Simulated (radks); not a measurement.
The numbers below are computed, except where a source is named.
All-electron atom: Li II in 1s1 2s1 (not the ground configuration).

Code: a radial shooting solver on a logarithmic mesh with Libxc functionals. Model: non-relativistic Kohn-Sham, PBE, spin-polarised, spherical densities, point nucleus; open shells are filled with parallel spins first.

Energy parts (eV):
total: -139.039
kinetic: 138.722
electron-nucleus: -290.467
Hartree: 44.034
exchange-correlation: -31.329

Orbitals (lengths in bohr, moments of r in powers of bohr; <r^-3> diverges for s and p1/2; r(max) is where P^2 peaks):
orbital  occ.  eigenvalue (eV)   <1/r>     <r>  r(max)  <r^-3>
1s up       1         -90.4569   2.978  0.5087  0.3324       -
2s up       1         -13.2383  0.5805   2.464   2.081       -
2p up       0         -10.8650  0.5456   2.332   1.884  0.4884

The highest occupied level is 2s up at -13.238 eV. The electron density at the nucleus is 9.234 e/bohr^3. Spin moment in Bohr magnetons: 2. The density falls to 0.001 e/bohr^3 at r = 3.59 bohr.
